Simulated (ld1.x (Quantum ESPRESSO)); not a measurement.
**aluminium: variants of one TM potential**

Base potential:

```
Element                 : Al (Z = 13)
Generator               : ld1.x (Quantum ESPRESSO) 7.5
Type                    : norm-conserving Troullier–Martins (Kleinman–Bylander form)
Functional              : PBEsol
Relativity              : scalar-relativistic
Frozen core             : [He]
Valence charge          : 11
Reference configuration : 2s2 2p6 3s2 3p1
Partial waves           : 2p (bound): rc 0.95 bohr; 3d channel at 0.35 Ry: rc 1.00 bohr; 2s (bound): rc 1.00 bohr
Local potential         : the s channel
Core correction         : a·sin(br)/r model core, default radius (core density twice the valence density)
```

Occupied shells without a wave of their own: 3p, 3s. They enter only through the test configuration that unscreens the potential, and ld1.x also counts them in the model core charge.

All-electron outer shells of the reference configuration (PBEsol, scalar-relativistic, ld1.x):

```
shell  level (eV)  outermost node (bohr)  outermost maximum (bohr)
   1s    -1507.83                      –                      0.08
   2s     -107.85                   0.16                      0.50
   2p      -69.54                      –                      0.43
   3s       -7.71                   0.80                      2.09
   3p       -2.69                   0.82                      2.64
```

Cutoffs, loose and tight: the cutoffs (Ry, on a coarse ladder) from which the occupation-weighted sum of valence levels, in a spherical-Bessel basis at the reference potential, stays within 10 and 1 mRy of its value at 400 Ry. They do not see the model core or the augmentation charge, which bear on the density cutoff. Test errors are all-electron minus pseudo excitation energies from the reference, over the configurations 2s2 2p6 3s2 3p0; 2s2 2p6 3s1 3p0; 2s2 2p6 3s0 3p0; 2s2 2p6 3s1 3p1; 2s1 2p6 3s2 3p1; 2s2 2p6 3s1 3p2; 2s2 2p6 3s0 3p3. A dash means not determined; rows that change the core or the reference have their own tests.

With those shells counted twice in exchange and correlation these files are broken, and their errors move erratically; no question is asked of them.

```tsv
change	outcome	cutoff, loose	cutoff, tight	bound ghosts	largest test error (meV)
base	generated, misses its reference levels by 0.33 eV	180 Ry	over 300 Ry	none	-3494
wave 2p (bound): rc 0.95 bohr becomes 2p (bound): rc 0.66 bohr	generated, misses its reference levels by 0.33 eV	300 Ry	over 300 Ry	none	-3620
wave 2p (bound): rc 0.95 bohr becomes 2p (bound): rc 0.76 bohr	generated, misses its reference levels by 0.33 eV	260 Ry	over 300 Ry	none	-3594
wave 2p (bound): rc 0.95 bohr becomes 2p (bound): rc 0.92 bohr	generated, misses its reference levels by 0.33 eV	200 Ry	over 300 Ry	none	-3526
wave 2p (bound): rc 0.95 bohr becomes 2p (bound): rc 1.00 bohr	generated, misses its reference levels by 0.33 eV	180 Ry	over 300 Ry	none	-3455
wave 2p (bound): rc 0.95 bohr becomes 2p (bound): rc 1.18 bohr	generated, misses its reference levels by 0.33 eV	140 Ry	260 Ry	none	-3282
wave 2p (bound): rc 0.95 bohr becomes 2p (bound): rc 1.32 bohr	generated, misses its reference levels by 0.33 eV	120 Ry	230 Ry	none	-3057
wave 2p (bound): rc 0.95 bohr becomes 2p (bound): rc 1.42 bohr	generated, misses its reference levels by 0.33 eV	110 Ry	200 Ry	none	-2876
```

Reading the sweep of the p radius (base included, trends over the rows without a ghost): The loose cutoff falls from 300 Ry at 0.66 to 110 Ry at 1.42 bohr. A larger radius leaves more room for a smooth pseudo-wave, so fewer plane waves are needed; a smaller one forces it to follow the all-electron wave where it bends sharply. The median size of the test errors (rows with all tests solved) rises from 551.8 meV at 0.66 to 750.0 meV at 1.42 bohr. More of the atom is replaced by a form fitted at one configuration, so other configurations suffer as the radius grows.
